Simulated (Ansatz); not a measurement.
C2H4BN (`BC1C=N1`). Total charge 0; spin multiplicity 1.

| atom | x (Å) | y (Å) | z (Å) |
| --- | --- | --- | --- |
| B1 | 1.031 | 0.691 | 0.278 |
| C2 | -0.310 | 0.290 | -0.319 |
| C3 | -0.921 | -1.011 | 0.033 |
| N4 | -0.410 | -1.106 | -1.080 |
| H5 | 1.265 | 1.839 | 0.523 |
| H6 | 1.841 | -0.153 | 0.526 |
| H7 | -1.004 | 1.027 | -0.718 |
| H8 | -1.491 | -1.577 | 0.757 |

Task: List the harmonic frequencies (cm⁻¹, unscaled) at PBE0-D4/def2-TZVP in Ansatz. (An estimate is asked.)

Result: The calculation gave: 220, 346, 371, 637, 809, 816, 980, 1010, 1042, 1073, 1144, 1248, 1346, 1834, 2584, 2667, 3135, 3242.

Task: Is this a minimum?

Result: Yes, all 18 modes are real.

Task: Give the ideal-gas thermochemistry at 298.15 K and 1 bar (rigid rotor, harmonic oscillator; point group C1, symmetry number 1).

Result: Zero-point energy 146.6 kJ/mol; H(298) − E = 161.0 kJ/mol; entropy 278.4 J/(mol·K), of which translation 158.3, rotation 97.2, vibration 22.8; G(298) − E = 78.0 kJ/mol.

Task: Rotational constants (cm⁻¹)?

Result: 0.7877, 0.2278, 0.2192.
